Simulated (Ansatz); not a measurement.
This geometry of BH3OTe (6 atoms, charge 0, multiplicity 1) is a first-order saddle point.

Computed with RKS BLYP/def2-SVP (Ansatz 0.2.0).

```xyz
6
Properties=species:S:1:pos:R:3
B -0.746 0.348 -0.800
Te -0.695 -0.715 1.016
O 1.287 -0.700 1.535
H -1.850 0.456 -1.285
H 0.256 0.805 -1.298
H 1.748 -0.193 0.832
```

(1) Which two structures does it join? (They come from a converged band through this point; their orientation in space is the band's.)

(2) How far does it lie above each of them?

## Answers

(1) No bond is made or broken. The dihedral B1–Te2–O3–H6 goes from -76 to 78°. The two ends are copies of one structure, up to a mirror image or an exchange of like atoms.

Initial state:

```xyz
6
Properties=species:S:1:pos:R:3
B -0.823 0.508 -0.727
Te -0.583 -0.942 0.795
O 1.311 -0.490 1.454
H -1.892 0.504 -1.296
H 0.075 1.269 -0.993
H 1.913 -0.850 0.768
```

Final state:

```xyz
6
Properties=species:S:1:pos:R:3
B -0.780 0.377 -0.852
Te -0.599 -0.880 0.840
O 1.441 -0.891 1.092
H -1.908 0.548 -1.259
H 0.197 0.884 -1.349
H 1.649 -0.037 1.528
```

(2) 0.021 eV above the first and 0.021 eV above the second. This is the barrier of this one path; another mechanism may lie lower.

Time of the run: 46 s on 1 thread of Arm Neoverse V2 (shared host), peak memory 0.11 GiB.
